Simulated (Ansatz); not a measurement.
**Heat of formation of ICl (iodine monochloride) from total energies**

ICl: 2 atoms, total charge 0, spin state singlet. As SMILES, `ClI`. The coordinates come from a PBE0-D4/def2-TZVP relaxation.

```csv
atom,x (Å),y (Å),z (Å)
Cl,0.0000,0.0000,-0.0026
I,0.0000,0.0000,2.3091
```

Total energies at PBE0/def2-TZVP (core potential) (Ansatz 0.2.0); the atoms run unrestricted:

```
species    state  energy (Eh)
    ICl  singlet  -757.778699
     Cl  doublet  -459.997397
      I  doublet  -297.693130
```

Harmonic wavenumbers at PBE0-D4/def2-TZVP, in cm⁻¹: 399.

Measured heats of formation of the gaseous atoms at 298.15 K, in kJ/mol: Cl 121.3, I 106.8. Spin-orbit lowering of the atoms at 298 K (mean of the ground term's levels less their thermal mean, from spectra), in kJ/mol: Cl 3.44, I 30.32. Take 1 Eh = 2625.50 kJ/mol, 1 cm⁻¹ = 0.0119627 kJ/mol, RT = 2.479 kJ/mol.

Question: Work out the heat of formation of the gas at 298 K.

Answer: 
1. Electronic atomisation energy: (-459.997397) + (-297.693130) − (-757.778699) = 0.088172 Eh = 231.5 kJ/mol.
2. Zero-point energy: half the sum of the wavenumbers, 199.5 cm⁻¹ = 2.4 kJ/mol.
3. Thermal vibrational enthalpy, Σ hcν̃/(exp(hcν̃/kT) − 1): 0.8 kJ/mol. Translation, rotation and pV of a linear molecule: 3.5 RT = 8.7 kJ/mol.
4. The 2 free atoms carry 5/2 RT each: 12.4 kJ/mol.
5. Spin-orbit coupling lowers the free atoms by 3.44 + 30.32 = 33.8 kJ/mol.
6. Atomisation enthalpy at 298 K: 231.5 − 33.8 − 2.4 − 0.8 − 8.7 + 12.4 = 198.2 kJ/mol.
7. Sum of the atoms' heats of formation: 228.1 kJ/mol. Heat of formation: 228.1 − 198.2 = +29.9 kJ/mol.

The tabulated value is +17.4 kJ/mol (Active Thermochemical Tables), so this level is off by +12.5 kJ/mol, or 5.9 % of the atomisation enthalpy that the table implies (210.7 kJ/mol). The molecule's own second-order spin-orbit lowering, which matters beside iodine, is left out. Anharmonicity and any spin-orbit splitting of the molecule are left out.
